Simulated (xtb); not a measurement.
Al(Me)(OH) (CH₄AlO), SMILES [CH3][Al+][OH], charge +1. All values are semi-empirical tight-binding results from xtb (GFN2-xTB unless named), good for trends rather than for accurate numbers. The structure is a stationary point at GFN2-xTB. The multiplicity is an assumed one; other spin states were not compared. The isomer is the one that the SMILES or the coordinates give; other isomers of the formula were not compared. One conformer was computed; it need not be the lowest.

For metal compounds this method's bond lengths and energies can be far off.

Computed properties:
```
Property                                       Value
-------------------------------------  -------------
point group as xtb finds it                       Cs
orbital gap                                  4.07 eV
zero-point energy                      29.4 kcal/mol
G − E(el) at 298.15 K (modified RRHO)  13.1 kcal/mol
```
